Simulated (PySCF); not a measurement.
Species: AlMe2(tBu), C6H15Al.
Z-matrix (Å and degrees, PBE0-D3(BJ)/def2-SVP geometry), rows numbered from 1:
```
Al
C   1  1.9634
H   2  1.1044  1  110.49
H   2  1.1013  1  113.71  3  -120.96
H   2  1.1039  1  111.15  3   117.23
C   1  1.9630  2  122.23  3   114.52
H   6  1.1033  1  111.91  2   139.89
H   6  1.1015  1  113.56  2    17.26
H   6  1.1053  1  110.03  2  -102.60
C   1  1.9934  2  119.18  3   -66.61
C  10  1.5350  1  106.12  2   -99.09
C  10  1.5305  1  110.70  2   142.73
C  10  1.5288  1  111.69  2    19.96
H  11  1.1083 10  110.85  1  -179.24
H  11  1.1040 10  112.42  1   -60.03
H  11  1.1045 10  112.44  1    61.62
H  12  1.1028 10  112.21  1    56.25
H  12  1.1034 10  112.25  1   -64.70
H  12  1.1081 10  110.97  1   175.90
H  13  1.1031 10  112.15  1    63.96
H  13  1.1027 10  112.24  1   -56.71
H  13  1.1079 10  111.05  1  -176.46
```

The closed-shell ground state was solved at several levels (PySCF, density fitting, gas phase, non-relativistic).

| level | basis functions | HOMO (eV) | LUMO (eV) | gap (eV) | dipole (D) |
| --- | --- | --- | --- | --- | --- |
| PBE0/pcSseg-1 (pcSseg-2 on Al) | 220 | -6.59 | -0.51 | 6.08 | 0.24 |
| B3LYP/pcSseg-1 (pcSseg-2 on Al) | 220 | -6.41 | -0.72 | 5.69 | 0.25 |
| PBE/pcSseg-1 (pcSseg-2 on Al) | 220 | -5.41 | -1.27 | 4.14 | 0.26 |

**Question.** Estimate the row for CAM-B3LYP/def2-SVPD, a basis of 264 functions; the other rows only guide the guess.

**Answer.** HOMO -7.91 eV, LUMO 0.39 eV, gap 8.30 eV, dipole 0.24 D.

**Question.** Over all these levels, which gives the widest orbital gap and which the narrowest?

**Answer.** CAM-B3LYP/def2-SVPD (range-separated hybrid) has the widest, 8.30 eV, and PBE/pcSseg-1 (pcSseg-2 on Al) (GGA) the narrowest, 4.14 eV. Functional and basis both differ between the two, so the spread mixes both effects.

**Question.** In the pcSseg-1 (pcSseg-2 on Al) basis, how does the gap go with the fixed share of exact exchange?

**Answer.** PBE (0 %) 4.14 eV; B3LYP (20 %) 5.69 eV; PBE0 (25 %) 6.08 eV. Each rise in the share widens the gap here.

**Question.** How far do the dipole and the HOMO energy spread over the levels?

**Answer.** The dipole runs from 0.24 to 0.26 D (mean 0.25 D) and the HOMO from -7.91 to -5.41 eV.
